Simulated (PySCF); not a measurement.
# Small edits and their spectra

Starting compound: SMILES C/C(C#N)=N/[SiH2]C=O, C₄H₆N₂OSi.

1H NMR (500 MHz, computed): δ 12.31 (t, 1H), 5.10 (d, 2H), 2.66 (s, 3H). 13C{1H} NMR (computed): δ 244.6 (CH), 160.9 (C), 116.4 (C), 35.8 (CH3).

All values are calculated (PySCF 2.14): σ from GIAO-PBE0/pcSseg-1, coordinates at the GFN2-xTB level. Rapidly exchanging positions averaged, non-relativistic, single conformer, isolated molecule.

Referencing at the same level of theory: 1H (σ = 31.72 ppm), 13C (σ = 186.93 ppm) vs TMS. Where no couplings were computed, multiplicities follow the n + 1 count of equivalent neighbours, and m marks all less simple cases (inequivalent or close neighbours, rings, F or P nearby). Shifts are as computed. Against solution values, carbons near 30 ppm lie about +3 ppm off and those near 130 ppm about +5 ppm. Of 1309 compounds with measured shifts, 239 miss one by over three times the rms of a fit or turn the order of signals round; such compounds aren't used in these exercises.

Problem. What are the spectra after this edit: H on Si replaced by OCH3, giving `CO[Si@H](C=O)/N=C(/C)C#N`?

Solution. 1H NMR (500 MHz, computed): δ 12.17 (d, 1H), 5.14 (d, 1H), 4.24 (s, 3H), 2.60 (s, 3H). 13C{1H} NMR (computed): δ 249.7 (CH), 161.3 (C), 117.5 (C), 53.7 (CH3), 36.3 (CH3).

Problem. What are the spectra after this edit: CH2 inserted into a Si-C bond, giving `C/C(C#N)=N/[SiH2]CC=O`?

Solution. 1H NMR (500 MHz, computed): δ 10.09 (t, 1H), 5.27 (t, 2H), 2.69 (m, 2H), 2.54 (s, 3H). 13C{1H} NMR (computed): δ 201.4 (CH), 158.6 (C), 115.7 (C), 40.4 (CH2), 35.6 (CH3).
